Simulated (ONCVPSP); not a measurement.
## An all-electron radial function and its pseudo partner (C (Z = 6))

Columns: radius, all-electron u(r) and pseudo u(r) of the 2s shell (level -19.38 eV) of carbon in the configuration [He] 2s2 2p1.5; PBE, scalar-relativistic, ONCV scheme, ONCVPSP 4.0.1.

```json
{"r (bohr)": "0.100", "all-electron": "-0.3419", "pseudo": "0.0669"}
{"r (bohr)": "0.200", "all-electron": "-0.3217", "pseudo": "0.1398"}
{"r (bohr)": "0.300", "all-electron": "-0.1569", "pseudo": "0.2201"}
{"r (bohr)": "0.400", "all-electron": "0.0500", "pseudo": "0.3046"}
{"r (bohr)": "0.500", "all-electron": "0.2512", "pseudo": "0.3907"}
{"r (bohr)": "0.600", "all-electron": "0.4261", "pseudo": "0.4790"}
{"r (bohr)": "0.700", "all-electron": "0.5683", "pseudo": "0.5705"}
{"r (bohr)": "0.800", "all-electron": "0.6774", "pseudo": "0.6614"}
{"r (bohr)": "0.900", "all-electron": "0.7551", "pseudo": "0.7414"}
{"r (bohr)": "1.000", "all-electron": "0.8050", "pseudo": "0.7993"}
{"r (bohr)": "1.100", "all-electron": "0.8316", "pseudo": "0.8306"}
{"r (bohr)": "1.200", "all-electron": "0.8390", "pseudo": "0.8390"}
{"r (bohr)": "1.300", "all-electron": "0.8314", "pseudo": "0.8313"}
{"r (bohr)": "1.400", "all-electron": "0.8121", "pseudo": "0.8120"}
{"r (bohr)": "1.500", "all-electron": "0.7842", "pseudo": "0.7841"}
{"r (bohr)": "1.600", "all-electron": "0.7501", "pseudo": "0.7501"}
{"r (bohr)": "1.700", "all-electron": "0.7120", "pseudo": "0.7120"}
{"r (bohr)": "1.800", "all-electron": "0.6714", "pseudo": "0.6714"}
{"r (bohr)": "1.900", "all-electron": "0.6296", "pseudo": "0.6296"}
{"r (bohr)": "2.000", "all-electron": "0.5876", "pseudo": "0.5876"}
{"r (bohr)": "2.100", "all-electron": "0.5462", "pseudo": "0.5461"}
{"r (bohr)": "2.200", "all-electron": "0.5059", "pseudo": "0.5059"}
{"r (bohr)": "2.300", "all-electron": "0.4671", "pseudo": "0.4671"}
{"r (bohr)": "2.400", "all-electron": "0.4302", "pseudo": "0.4302"}
{"r (bohr)": "2.500", "all-electron": "0.3953", "pseudo": "0.3952"}
{"r (bohr)": "2.600", "all-electron": "0.3624", "pseudo": "0.3624"}
```

(1) How many radial nodes do the two functions have?

(2) At about which radius was the pseudo-wave matched?

(3) Where does each function peak?

(4) Is the pseudo-wave norm-conserving?

Answers

(1) The all-electron 2s function has n − l − 1 = 1; the pseudo-wave has 0, since the states of the same l below it are removed with the core.

(2) 1.25 bohr, where the columns begin to agree (steps of 0.10 bohr).

(3) Outermost all-electron maximum near 1.20 bohr, pseudo maximum near 1.20 bohr (to the table’s step).

(4) Yes: the ONCV scheme keeps the norm inside the radius equal to the all-electron one, which fixes the energy derivative of the logarithmic derivative at the level.
